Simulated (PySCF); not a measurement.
SMILES c1c(Oc2occc2)ccs1, GFN2-xTB optimised geometry.

```
17

C      0.84    -2.87     1.20
C      0.06    -2.04     1.94
O      0.21    -0.76     1.53
C      1.10    -0.78     0.52
O      1.51     0.37    -0.06
C      0.70     1.47     0.00
C     -0.72     1.47     0.00
C     -1.23     2.73     0.00
S      0.00     3.93    -0.01
C      1.22     2.73     0.00
C      1.53    -2.05     0.27
H      0.93    -3.93     1.30
H     -0.62    -2.21     2.74
H     -1.33     0.58    -0.01
H     -2.26     3.03     0.00
H      2.26     3.00    -0.01
H      2.23    -2.35    -0.48
```

Density from CAM-B3LYP/def2-SVP (PySCF) at that geometry.

Minimum of the electron density along straight lines between bonded atoms, close to the bond critical point (lines longer than 1.1 times the sum of covalent radii, or with two minima, are not listed):

| bond | length / Å | ρ at the minimum / e bohr⁻³ | ∇²ρ there / e bohr⁻⁵ | position (fraction from the first atom) |
|---|---|---|---|---|
| C1–C2 | 1.356 | 0.331 | -0.86 | 0.48 |
| C2–O3 | 1.355 | 0.277 | ___ | 0.33 |
| O3–C4 | 1.346 | 0.298 | ___ | 0.67 |
| C4–O5 | 1.346 | 0.296 | -0.33 | 0.33 |
| O5–C6 | 1.374 | 0.271 | ___ | 0.67 |
| C6–C7 | 1.421 | 0.295 | -0.73 | 0.51 |
| C7–C8 | 1.355 | 0.327 | -0.84 | 0.49 |
| C6–C10 | 1.363 | 0.326 | -0.83 | 0.51 |
| S9–C10 | 1.715 | 0.219 | -0.50 | 0.52 |
| C1–C11 | 1.419 | 0.292 | -0.70 | 0.50 |
| C4–C11 | 1.363 | 0.325 | -0.84 | 0.54 |
| C1–H12 | 1.070 | 0.286 | -1.13 | 0.64 |
| C2–H13 | 1.071 | 0.291 | -1.18 | 0.65 |
| C7–H14 | 1.074 | 0.285 | -1.12 | 0.64 |
| C8–H15 | 1.071 | 0.287 | -1.14 | 0.65 |
| C10–H16 | 1.070 | 0.286 | -1.13 | 0.65 |
| C11–H17 | 1.069 | 0.286 | -1.12 | 0.64 |

**Question.** What belongs in the gaps?

**Answer.** 
- C2–O3, ∇²ρ there / e bohr⁻⁵: 0.12
- O3–C4, ∇²ρ there / e bohr⁻⁵: -0.18
- O5–C6, ∇²ρ there / e bohr⁻⁵: -0.25
